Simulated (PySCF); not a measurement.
# Bromine: a sound run and one with changed settings

Sound run: Br(2+) [Ar] 3d10 4s2 4p3, Br(3+) [Ar] 3d10 4s2 4p2. Calculation: PySCF 2.14, in cc-pVDZ-PP with ECP10MDF (4s3p2d, 23 functions); scalar relativity through the core potential. In the sound run the correlated levels freeze 3s2 3p6 3d10 outside the core potential. The sound run starts from symmetry-adapted Hartree-Fock orbitals and uses a fine grid where one is needed.

Changed run: initial guess minao, at most 50 SCF cycles.

```
species   method  sound run (hartree)  changed run (hartree)  converged
 Br(2+)      UHF           -414.33728             -414.33728        yes
 Br(2+)     BP86           -415.73134             -415.73134        yes
 Br(2+)  CCSD(T)           -414.40981             -414.40981        yes
 Br(3+)    B3LYP           -414.34653             -414.34653        yes
 Br(3+)      MP2           -413.10957             -413.10957        yes
```

Here the plain start reaches the same solutions.
